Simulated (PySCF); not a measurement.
CH4Cl2Ge. Atoms are numbered in the order given.

```xyz
8

Ge    -0.3730     0.2860     0.0000
C      0.5530     1.9986     0.0000
Cl     0.2454    -0.8363     1.7600
Cl     0.2454    -0.8363    -1.7600
H     -1.9196     0.3313     0.0000
H      0.2737     2.5709     0.9057
H      0.2737     2.5709    -0.9057
H      1.6444     1.8185     0.0000
```
Charge 0, spin multiplicity 1.

Geometry: PBE-D3(BJ)/def2-SVP.

The numbers are results of PBE-D3(BJ)/def2-SVP in PySCF 2.14.0, not measurements.

Frequencies are harmonic and unscaled.

```csv
mode,ν (cm⁻¹),IR (km/mol),moving atoms (share of kinetic energy)
1,105,0.1,H 99 %
2,138,3.3,"Cl 76 %, Ge 16 %"
3,152,0.4,"C 43 %, H 27 %, Cl 23 %, Ge 8 %"
4,173,4.5,"Ge 34 %, Cl 26 %, C 22 %, H 17 %"
5,399,29.4,"Cl 74 %, Ge 23 %"
6,419,72.3,"Cl 62 %, Ge 38 %"
7,599,14.2,"C 62 %, H 22 %, Ge 16 %"
8,630,48.1,H 91 %
9,683,25.5,H 97 %
10,791,68.0,"H 80 %, C 18 %"
11,824,55.1,"H 82 %, C 17 %"
12,1203,5.5,"H 80 %, C 19 %"
13,1373,4.7,H 96 %
14,1377,3.6,H 96 %
15,2098,95.7,H 99 %
16,2991,0.2,H 97 %
17,3105,0.1,"H 90 %, C 10 %"
18,3113,0.0,"H 90 %, C 10 %"
```
